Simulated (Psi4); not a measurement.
C2H3Cl2FSi2, singlet, geometry from GFN2-xTB, atoms displaced at random by about 0.03 Å a coordinate; PBE0/STO-3G, gradient (Psi4).

Input for Psi4:
```
memory 2 GB

molecule mol {
0 1
Si    3.338321   -0.379702   -0.148041
F     3.738246   -1.253909   -1.333165
C     1.509247   -0.204540   -0.140370
C     0.249896   -0.128440   -0.222071
Si   -1.562141   -0.035562   -0.161362
Cl   -2.259945   -0.850185    1.460111
Cl   -2.073606    1.991205   -0.264650
H     3.944980    0.951659   -0.345134
H     3.747490   -1.096644    1.012930
H    -2.174811   -0.632457   -1.417314
symmetry c1
no_reorient
no_com
}

set {
  basis sto-3g
  reference rks
}

gradient('pbe0')
print_variables()
```

Problem. What does Psi4 print? Leave out banner, timings and long lists.

Solution. 
```
gradient() will perform analytic gradient computation.

   => Loading Basis Set <=

    Name: STO-3G
    Role: ORBITAL
    Keyword: BASIS

         ---------------------------------------------------------
                                   SCF
               by Justin Turney, Rob Parrish, Andy Simmonett
                          and Daniel G. A. Smith
                              RKS Reference
         ---------------------------------------------------------

  ==> Geometry <==

    Molecular point group: c1
    Full point group: C1

    Geometry (in Angstrom), charge = 0, multiplicity = 1:

       Center              X                  Y                   Z               Mass
    ------------   -----------------  -----------------  -----------------  -----------------
         SI           3.338321000000    -0.379702000000    -0.148041000000    27.976926534650
         F            3.738246000000    -1.253909000000    -1.333165000000    18.998403162730
         C            1.509247000000    -0.204540000000    -0.140370000000    12.000000000000
         C            0.249896000000    -0.128440000000    -0.222071000000    12.000000000000
         SI          -1.562141000000    -0.035562000000    -0.161362000000    27.976926534650
         CL          -2.259945000000    -0.850185000000     1.460111000000    34.968852682000
         CL          -2.073606000000     1.991205000000    -0.264650000000    34.968852682000
         H            3.944980000000     0.951659000000    -0.345134000000     1.007825032230
         H            3.747490000000    -1.096644000000     1.012930000000     1.007825032230
         H           -2.174811000000    -0.632457000000    -1.417314000000     1.007825032230

  Running in c1 symmetry.

  Rotational constants: A =      0.07129  B =      0.01457  C =      0.01282 [cm^-1]
  Rotational constants: A =   2137.30162  B =    436.65128  C =    384.33204 [MHz]
  Nuclear repulsion =  527.719197727016763

  Charge       = 0
  Multiplicity = 1
  Electrons    = 86
  Nalpha       = 43
  Nbeta        = 43

  ==> Algorithm <==

  SCF Algorithm Type is DF.
  DIIS enabled.
  MOM disabled.
  Fractional occupation disabled.
  Guess Type is SAD.
  Energy threshold   = 1.00e-08
  Density threshold  = 1.00e-08
  Integral threshold = 1.00e-12

  ==> Primary Basis <==

  Basis Set: STO-3G
    Blend: STO-3G
    Number of shells: 32
    Number of basis functions: 54
    Number of Cartesian functions: 54
    Spherical Harmonics?: true
    Max angular momentum: 1

  ==> DFT Potential <==

   => LibXC <=

    Version 7.1.2
    S. Lehtola, C. Steigemann, M. J. T. Oliveira, and M. A. L. Marques,  SoftwareX 7, 1–5 (2018) (10.1016/j.softx.2017.11.002)

   => Composite Functional: PBE0 <=

    PBE0 Hyb-GGA Exchange-Correlation Functional

    C. Adamo and V. Barone,  J. Chem. Phys. 110, 6158 (1999) (10.1063/1.478522)
    M. Ernzerhof and G. E. Scuseria,  J. Chem. Phys. 110, 5029 (1999) (10.1063/1.478401)

    Deriv               =              1
    GGA                 =           TRUE
    Meta                =          FALSE

    Exchange Hybrid     =           TRUE
    MP2 Hybrid          =          FALSE

   => Exchange Functionals <=

    0.7500   Perdew, Burke & Ernzerhof

   => Exact (HF) Exchange <=

    0.2500               HF

   => Correlation Functionals <=

    1.0000   Perdew, Burke & Ernzerhof

   => LibXC Density Thresholds  <==

    XC_HYB_GGA_XC_PBEH:  1.00E-15

   => Molecular Quadrature <=

    Radial Scheme          =       TREUTLER
    Pruning Scheme         =           NONE
    Nuclear Scheme         =       TREUTLER

    Blocking Scheme        =         OCTREE
    BS radius alpha        =              1
    Pruning alpha          =              1
    Radial Points          =             75
    Spherical Points       =            302
    Total Points           =         208225
    Total Blocks           =           1604
    Max Points             =            256
[...]
  @DF-RKS Final Energy: -1657.49699335551145
    Total Energy =                      -1657.4969933555114494
[...]
         SI          -1.562141000000    -0.035562000000    -0.161362000000    27.976926534650
         CL          -2.259945000000    -0.850185000000     1.460111000000    34.968852682000
         CL          -2.073606000000     1.991205000000    -0.264650000000    34.968852682000
         H            3.944980000000     0.951659000000    -0.345134000000     1.007825032230
         H            3.747490000000    -1.096644000000     1.012930000000     1.007825032230
         H           -2.174811000000    -0.632457000000    -1.417314000000     1.007825032230

  Nuclear repulsion =  527.719197727016763

  ==> Basis Set <==

  Basis Set: STO-3G
    Blend: STO-3G
    Number of shells: 32
    Number of basis functions: 54
    Number of Cartesian functions: 54
    Spherical Harmonics?: true
    Max angular momentum: 1

  ==> DFJKGrad: Density-Fitted SCF Gradients <==

    Gradient:                    1
    J tasked:                  Yes
    K tasked:                  Yes
    wK tasked:                  No
    Integrals threads:           1
    Schwarz Cutoff:          1E-12
    Fitting Condition:       1E-10

   => Auxiliary Basis Set <=

  Basis Set: (STO-3G AUX)
    Blend: DEF2-UNIVERSAL-JKFIT
    Number of shells: 245
    Number of basis functions: 793
    Number of Cartesian functions: 951
    Spherical Harmonics?: true
    Max angular momentum: 4

  ==> DFT Potential <==

   => LibXC <=

    Version 7.1.2
    S. Lehtola, C. Steigemann, M. J. T. Oliveira, and M. A. L. Marques,  SoftwareX 7, 1–5 (2018) (10.1016/j.softx.2017.11.002)

   => Composite Functional: PBE0 <=

    PBE0 Hyb-GGA Exchange-Correlation Functional

    C. Adamo and V. Barone,  J. Chem. Phys. 110, 6158 (1999) (10.1063/1.478522)
    M. Ernzerhof and G. E. Scuseria,  J. Chem. Phys. 110, 5029 (1999) (10.1063/1.478401)

    Deriv               =              1
    GGA                 =           TRUE
    Meta                =          FALSE

    Exchange Hybrid     =           TRUE
    MP2 Hybrid          =          FALSE

   => Exchange Functionals <=

    0.7500   Perdew, Burke & Ernzerhof

   => Exact (HF) Exchange <=

    0.2500               HF

   => Correlation Functionals <=

    1.0000   Perdew, Burke & Ernzerhof

   => LibXC Density Thresholds  <==

    XC_HYB_GGA_XC_PBEH:  1.00E-15

   => Molecular Quadrature <=

    Radial Scheme          =       TREUTLER
    Pruning Scheme         =           NONE
    Nuclear Scheme         =       TREUTLER

    Blocking Scheme        =         OCTREE
    BS radius alpha        =              1
    Pruning alpha          =              1
    Radial Points          =             75
    Spherical Points       =            302
    Total Points           =         208225
    Total Blocks           =           1604
    Max Points             =            256
    Max Functions          =             40
    Weights Tolerance      =       1.00E-15

  -Total Gradient:
     Atom            X                  Y                   Z
    ------   -----------------  -----------------  -----------------
       1        0.022340468356    -0.063553643424    -0.053175483695
       2       -0.026016404542     0.058690626201     0.083855235197
       3        0.105911904450    -0.008018145911     0.006203372944
       4       -0.099094912268     0.008309349572    -0.012658890974
       5       -0.028816590999    -0.025371246168     0.103004206590
       6        0.031065729742     0.035921080011    -0.069157039060
       7        0.002253190305    -0.004786291327    -0.002337151056
       8        0.005691963791     0.008840279034    -0.009476898155
       9       -0.002623729472    -0.002041486428    -0.017988323868
      10       -0.010854096774    -0.007905748606    -0.028131734071

  Variable Map:
  ----------------------------------------------------------------------------
[...]
  Array Variable Map:
  ----------------------------------------------------------------------------
[...]
[...]
```
